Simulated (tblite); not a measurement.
Species: C8H12 (charge +1 and doublet state).
Cartesian coordinates in Å at the GFN2-xTB level; atoms count from 1:
```xyz
20
C8H12 angstrom
C      3.2142    0.4802   -0.4369
C      1.9915   -0.4104   -0.3562
C      0.7327    0.2807   -0.0666
C     -0.5045   -0.2199   -0.3467
C     -1.0454   -1.4736   -0.7671
C     -2.3260   -1.0797   -0.4751
C     -1.9275    0.3397   -0.1464
C     -2.2919    0.8517    1.2314
H      3.1528    1.1330   -1.3077
H      3.3067    1.1132    0.4433
H      4.1155   -0.1182   -0.5348
H      2.1411   -1.1205    0.4781
H      1.9022   -1.0566   -1.2371
H      0.7932    1.2707    0.3707
H     -0.6114   -2.3939   -1.1109
H     -3.2608   -1.5998   -0.3667
H     -2.2132    1.0561   -0.9182
H     -3.3714    0.9611    1.3177
H     -1.9533    0.1662    2.0049
H     -1.8496    1.8307    1.4007
```

Method: GFN2-xTB as coded in tblite; computed harmonic values from a numerical Hessian at the method's own geometry, unscaled. Errors from tens to a few hundred cm⁻¹ against measured bands are possible. One conformer, not necessarily the lowest. Open shells enter through the occupations alone, without spin polarisation, and single modes of such species can be off by tens of per cent.

Harmonic wavenumbers (cm⁻¹): 42.5, 85.5, 109.0, 130.4, 162.7, 189.3, 238.0, 313.2, 348.1, 423.3, 552.4, 630.1, 694.1, 788.9, 813.1, 844.2, 857.2, 901.9, 959.3, 978.8, 1009.6, 1025.8, 1046.9, 1070.5, 1091.3, 1105.1, 1132.3, 1148.7, 1160.5, 1200.1, 1252.3, 1283.6, 1314.3, 1350.2, 1391.8, 1399.0, 1433.0, 1442.9, 1454.4, 1458.9, 1462.4, 1582.7, 2801.8, 2934.8, 2971.3, 3010.4, 3031.7, 3039.5, 3043.4, 3047.5, 3051.7, 3066.0, 3122.2, 3146.8.

A = 4458, B = 1089, C = 918.8 MHz; mass 108.094 u (most abundant isotopes); point group C1, symmetry number 1; spin multiplicity 2.

Problem. What is the zero-point energy?

Solution. ½Σν̃ = 37073 cm⁻¹ = 106.00 kcal/mol.

Problem. Entropy at 500 K, 1 bar (ideal gas, RRHO, classical rotation)?

Solution. Translation 42.54, rotation 30.21, vibration 48.14, spin (R ln 2) 1.38: S = 122.3 cal/(mol K).

Problem. And Cp and H(500 K) − H(0)?

Solution. Cp = 56.72 cal/(mol K), of which vibrations give 48.77 (their classical limit is 54 R = 107.3); H(500 K) − H(0) = 16.27 kcal/mol without the zero-point energy, 12.30 from vibrations.

Problem. Which modes carry the vibrational entropy at 500 K?

Solution. 42.5 cm⁻¹: 6.16; 85.5 cm⁻¹: 4.78; 109.0 cm⁻¹: 4.30; 130.4 cm⁻¹: 3.95; 162.7 cm⁻¹: 3.51; 189.3 cm⁻¹: 3.22 cal/(mol K); the other 48 give 22.22 together.

Problem. How do the functions run with temperature in this model?

Solution. 
```
 T (K)  S (cal/(mol K))  Cp (cal/(mol K))  H − H(0) (kcal/mol)  G − H(0) (kcal/mol)  ln q(vib)
    50             58.9              13.3                 0.50                -2.45       0.52
   100             70.1              19.0                 1.32                -5.69       1.75
298.15             98.3              36.8                 6.75               -22.57       6.85
373.15            107.5              44.7                 9.81               -30.29       8.71
   750            148.7              73.7                32.73               -78.82      17.96
  1000            171.6              84.8                52.62              -118.93      23.77
```

q(vib) and H(0) count from the zero-point level.

Problem. What must be added to the electronic energy to get the Gibbs energy at 500 K and 1 bar?

Solution. ZPE + [H(500 K) − H(0)] − T·S = 106.00 + 16.27 − 61.14 = 61.13 kcal/mol.

Hindered rotation and anharmonicity are outside this model. Other conformers, if any are populated, would add a mixing term that is left out. The structure is chiral; the term R ln 2 for an equal mix with its mirror image is left out.
